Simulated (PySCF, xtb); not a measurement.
C2H8N, charge +1. Atoms are numbered in the order given.

```xyz
11

C      1.2531     0.0000    -0.2710
N      0.0000     0.0000     0.5323
C     -1.2531     0.0000    -0.2710
H      2.1163     0.0000     0.4059
H      1.2681    -0.8978    -0.9010
H      1.2681     0.8978    -0.9010
H      0.0000     0.8155     1.1588
H      0.0000    -0.8155     1.1588
H     -2.1163     0.0000     0.4059
H     -1.2681     0.8978    -0.9010
H     -1.2681    -0.8978    -0.9010
```
Charge +1, spin multiplicity 1.

Geometry: PBE0-D3(BJ)/def2-SVP. The isomer is the one that the SMILES or the coordinates give; other isomers of the formula were not compared.

Computed with IEF-PCM-PBE0/def2-SVP in PySCF.

The values are the electrostatic part of the solvation free energy, E(continuum) − E(gas) at the gas-phase geometry, in a cavity of scaled van der Waals radii (PySCF's table); cavitation and dispersion terms are not included. In vacuum the orbital gap is 12.15 eV.

Computed values in water (ε = 78.36), chloroform (ε = 4.71), n-hexane (ε = 1.88):
```csv
solvent,ε,ΔG(elec) (kcal/mol),gap (eV)
water,78.36,-66.7,12.48
chloroform,4.71,-52.9,12.40
n-hexane,1.88,-31.2,12.28
```

For comparison, GFN2-xTB/ALPB(water) (xtb, at the GFN2-xTB geometry, all terms of that model) gives -65.8 kcal/mol.
